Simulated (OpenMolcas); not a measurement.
**Ti3+: effect of the metal basis and ligand basis**

Ti3+ with 4 ligands (chloride) in tetrahedral coordination (Td) at 2.3 Å. A charge of +0.25 e stands 2.6 Å behind each ligand.

```
Program             : OpenMolcas
Method              : CASSCF
Spin-orbit coupling : state interaction with AMFI integrals over the reference wave functions
```

Fixed: active space 1 electron in 5 orbitals (3d), DKH2 Hamiltonian.

States (labels of Td). Energies in cm-1 above the lowest state or level, χT in cm3 K/mol; 10Dq is the gap between the two states; 10Dq is negative for this site.

```csv
Run,Metal basis,Ligand basis,Ground state,First state of that spin,10Dq,First gap with spin-orbit (degeneracies),χT at 300 K,Cost
A,ANO-RCC-VDZP,ANO-RCC-VDZP,2E,2T2 5263,-5263,"5235 (4, 4)",0.390,roughly 10 core-seconds
B,ANO-RCC-VTZP,ANO-RCC-VTZP,2E,2T2 5229,-5229,"5201 (4, 4)",0.391,roughly 80 core-seconds
```

Against A, |10Dq| changes by -0.6 % in B.

Costs are those of the RASSCF and RASSI steps.

An orbital doublet at a regular site is open to a Jahn-Teller distortion, which this geometry leaves out. Ligand-to-metal charge-transfer states are missing. With metal d orbitals alone and no dynamic correlation the field as a rule comes out too small, by tens of per cent, by up to half for chloride and softer ligands. The least metal-like active orbital is 85 % on the metal (Löwdin) and no ligand orbital is active, so the numbers are rough (holds for B). No measured value stands beside these numbers; the geometry is a model, was not optimised and need not be the one that this ion takes.
